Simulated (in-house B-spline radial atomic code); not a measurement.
## The silver ion Ag²⁺: [Kr] 4d9

Level of theory: Dirac-Kohn-Sham B3LYP, spherical fractional occupations, Fermi nucleus of rms radius 4.5454 fm; calculated with a B-spline radial code for spherical atoms.

Effective charges: Z_r = [3n² - l(l+1)]/(2<r>) from the radius, Z_e = n√(-2ε) from the energy, and Slater's rules. Values are occupation-weighted means over j. An effective charge above Z reflects the relativistic contraction of the inner shells.

| shell | electrons | ε (eV) | <r> (bohr) | Z_r | Z_e | Slater |
| --- | --- | --- | --- | --- | --- | --- |
| 1s | 2 | -25408 | 0.03111 | 48.22 | 43.21 | 46.70 |
| 2s | 2 | -3777.4 | 0.1345 | 44.61 | 33.32 | 42.85 |
| 2p | 6 | -3393.1 | 0.1175 | 42.55 | 31.58 | 42.85 |
| 3s | 2 | -718.69 | 0.368 | 36.69 | 21.80 | 35.75 |
| 3p | 6 | -591.34 | 0.367 | 34.06 | 19.78 | 35.75 |
| 3d | 10 | -388.75 | 0.3456 | 30.38 | 16.04 | 25.85 |
| 4s | 2 | -122.24 | 0.9106 | 26.36 | 11.99 | 19.25 |
| 4p | 6 | -84.662 | 0.9953 | 23.11 | 9.98 | 19.25 |
| 4d | 9 | -30.331 | 1.311 | 16.02 | 5.97 | 8.20 |

The least bound orbital is 4d5/2 at -30.08 eV, and it is also the most diffuse (<r> = 1.317 bohr).

Spin-orbit splittings of the orbital energies (j = l + 1/2 above j = l - 1/2 when positive): 2p 175.6 eV, 3p 31.19 eV, 3d 6.265 eV, 4p 5.223 eV, 4d 0.6283 eV.

For the 1s electron the small component carries 2.96 % of the norm, the zero-frequency Breit interaction raises the level by 55.52 eV, self-energy by 31.05 eV, and vacuum polarisation lowers it by 3.897 eV.

The density falls to 0.001 bohr⁻³ at 3.304 bohr; Σ<r²> = 30.034 bohr² gives, by the non-relativistic formula and without the paramagnetism of open shells, a Langevin diamagnetic susceptibility of -23.79×10⁻⁶ cm³/mol.

Caution: exact exchange at fractional occupations of open shells leaves self-interaction of up to several eV.
